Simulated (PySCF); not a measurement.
Cl2FH3Si2, SMILES F[SiH2][SiH](Cl)Cl. Heavy atoms are numbered as in [SiH2:1]([F:2])[SiH:3]([Cl:4])[Cl:5]. Hydrogens are named by the atom that carries them.

Coordinates come from a B3LYP-D3(BJ)/def2-SVP optimisation. This is a generated structure with no PubChem entry under its InChIKey; it may be hypothetical. Other conformers were not sampled.

These are PBE0/def2-TZVP run with PySCF values and carry that method's errors.

ESP charges are fitted to the potential on shells at 1.4 to 2.0 van der Waals radii. Atomic charges (e), one atom of each kind:

| atom | Löwdin | Mulliken | ESP fit |
|---|---|---|---|
| Si1 (SiH2) | ___ | 0.39 | 0.46 |
| F2 | -0.03 | -0.33 | -0.24 |
| Si3 (SiH) | -0.43 | 0.38 | -0.04 |
| Cl4 | ___ | -0.22 | -0.08 |
| H on Si1 | ___ | -0.01 | -0.06 |
| H on Si3 | -0.03 | 0.01 | 0.08 |

Q: Some entries are withheld; supply them. (An estimate is asked for; the answer gives what the named calculation found.)

A: 
- Si1 (SiH2), Löwdin: 0.10
- Cl4, Löwdin: 0.22
- H on Si1, Löwdin: -0.03

Computed Mayer and Wiberg (Löwdin basis) orders of the bonds:
```json
[
 {"bond": "Si1–F2", "Mayer": "1.07", "Wiberg": "1.70"},
 {"bond": "Si1–Si3", "Mayer": "0.92", "Wiberg": "1.09"},
 {"bond": "Si3–Cl4", "Mayer": "1.14", "Wiberg": "1.81"},
 {"bond": "Si3–Cl5", "Mayer": "1.16", "Wiberg": "1.84"}
]
```
